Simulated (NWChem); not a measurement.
H2SeO2; SMILES O[Se]O

```xyz
5

Se     0.3991    -0.0105     0.0000
O     -0.7248    -0.0808    -1.3936
H     -0.9860     0.8248    -1.6068
O     -0.7248    -0.0808     1.3936
H     -0.9860     0.8248     1.6068
```
Atoms are numbered in this order, from 1.

Results from NWChem. All runs use the structure optimised with PBE0/def2-SVP.

Task: Estimate the computed values for PBE/def2-SVP. Quantities: highest occupied level (eV); orbital gap (eV); dipole (D).

Result: 
```yaml
highest occupied level (eV): -5.00
orbital gap (eV): 3.67
dipole (D): 2.88
```
